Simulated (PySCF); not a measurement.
**Sound and unsound settings**

Molecule: `C=CCC(F)=C=O`, C5H5FO; geometry GFN2-xTB.

Molfile (atoms numbered from 1):
```
C5H5FO
     RDKit          3D

 12 11  0  0  0  0  0  0  0  0999 V2000
   -1.9764   -0.3903   -0.0464 C   0  0  0  0  0  0  0  0  0  0  0  0
   -0.7494   -0.7039   -0.4161 C   0  0  0  0  0  0  0  0  0  0  0  0
    0.3301    0.3064   -0.6723 C   0  0  0  0  0  0  0  0  0  0  0  0
    1.4903    0.1007    0.2729 C   0  0  0  0  0  0  0  0  0  0  0  0
    2.3089   -0.9535   -0.0105 F   0  0  0  0  0  0  0  0  0  0  0  0
    1.6596    0.8207    1.3436 C   0  0  0  0  0  0  0  0  0  0  0  0
    1.7421    1.5560    2.2444 O   0  0  0  0  0  0  0  0  0  0  0  0
   -2.7276   -1.1407    0.1304 H   0  0  0  0  0  0  0  0  0  0  0  0
   -2.2840    0.6345    0.0863 H   0  0  0  0  0  0  0  0  0  0  0  0
   -0.4526   -1.7365   -0.5408 H   0  0  0  0  0  0  0  0  0  0  0  0
   -0.0569    1.3188   -0.5528 H   0  0  0  0  0  0  0  0  0  0  0  0
    0.7171    0.1871   -1.6884 H   0  0  0  0  0  0  0  0  0  0  0  0
  1  2  2  0
  2  3  1  0
  3  4  1  0
  4  5  1  0
  4  6  2  0
  6  7  2  0
  1  8  1  0
  1  9  1  0
  2 10  1  0
  3 11  1  0
  3 12  1  0
M  END
```

All runs: PySCF 2.14, non-relativistic, gas phase unless a solvent (IEF-PCM) is named; grid level 2, GIAOs and SCF threshold 1e-9 unless changed. The yardstick, PBE0/pcSseg-1, gives these isotropic shieldings σ (ppm, equivalent atoms averaged): C4 63.2, C1 63.4, C3 147.4, F5 487.4, H10 24.98, H8 26.19, H11/H12 28.46.

**Question.** What do these inputs give? (1) CAM-B3LYP/pcSseg-1; (2) LDA/ANO-RCC-VDZP; conv 1e-08; (3) PBE0/SBKJC-VDZ; max_cycle 88; squeeze 3.0; altered: squeeze 3.0

**Answer.** 
| run | outcome | functions | wall time | C4 | C1 | C3 | F5 | H10 | H8 | H11/H12 |
| --- | --- | --- | --- | --- | --- | --- | --- | --- | --- | --- |
| 1 | converged | 144 | 22 s | 57.9 | 59.7 | 145.9 | 493.7 | 25.07 | 26.33 | 28.60 |
| 2 | converged | 123 | 57 s | 64.1 | 68.6 | 146.7 | 487.0 | 24.39 | 25.75 | 27.98 |
| 3 | converged | 66 | 11 s | – | – | – | – | 8.28 | 134.83 | 42.03 |

Times are on 1 thread of an Intel Xeon Platinum 8259CL, shared host.

**Question.** Comment on the technical settings and failures.

**Answer.** 
- Run 3: The orbital basis differs from the yardstick's, which in itself moves the values. One bond was set to 3 of its length. The cycle limit changes the path of the SCF (35 cycles), not the solution, provided the same state is reached. With 66 functions the basis is far too small for magnetic properties.

Run 3 was set up unsoundly or failed; its numbers aren't to be quoted as properties of the molecule.
